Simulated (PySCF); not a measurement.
How the numbers were obtained: geometry from GFN2-xTB, NMR shieldings at PBE0/pcSseg-1/GIAO, in PySCF (single conformer, non-relativistic, in vacuum, equivalent nuclei averaged).

Chemical shifts δ = σref − σ; 1H, 13C vs TMS, all at this level. Acid and N–H amide carbonyl carbons lie up to 10 ppm further downfield in solution (hydrogen bonding). Shifts are as computed. Against solution values, carbons near 30 ppm lie about +3 ppm off and those near 130 ppm about +5 ppm. Of 1211 compounds with measured shifts, 218 miss one by over three times the rms of a fit or turn the order of signals round; such compounds aren't used in these exercises. OH and NH positions are gas-phase values without hydrogen bonding to other molecules.

**Question.** Order these molecules by the shift of their most shielded carbon, lowest δ first.
A. C/C=C\P1[C@@H](C)[C@@H]1C
B. C=Cc1ccccc1C(=O)F
C. N#Cc1ccno1

**Answer.** A (20.2 ppm, methyl carbon), C (114.1 ppm, nitrile carbon), B (123.2 ppm, substituted aromatic carbon).

**Question.** Order these molecules by the shift of their most shielded carbon-bound hydrogen, lowest δ first.
A. C=Cc1ccccc1C(=O)F
B. C/C=C\P1[C@@H](C)[C@@H]1C
C. N#Cc1ccno1

**Answer.** B (0.94 ppm, hydrogen on a three-membered-ring carbon), A (6.03 ppm, hydrogen on a terminal =CH2 carbon), C (7.14 ppm, hydrogen on an aromatic CH).

**Question.** How many 13C and 1H signals does each give (equivalence by symmetry and fast rotation, but not about amide C–N or C=N bonds)? `N#Cc1ccno1`, `N#C[Si@H](C=O)/C=C\C(=O)O`, `C/C=C\P1[C@@H](C)[C@@H]1C`, `C=Cc1ccccc1C(=O)F`

**Answer.** N#Cc1ccno1: 4 C, 2 H; N#C[Si@H](C=O)/C=C\C(=O)O: 5 C, 5 H; C/C=C\P1[C@@H](C)[C@@H]1C: 5 C, 5 H; C=Cc1ccccc1C(=O)F: 9 C, 7 H.
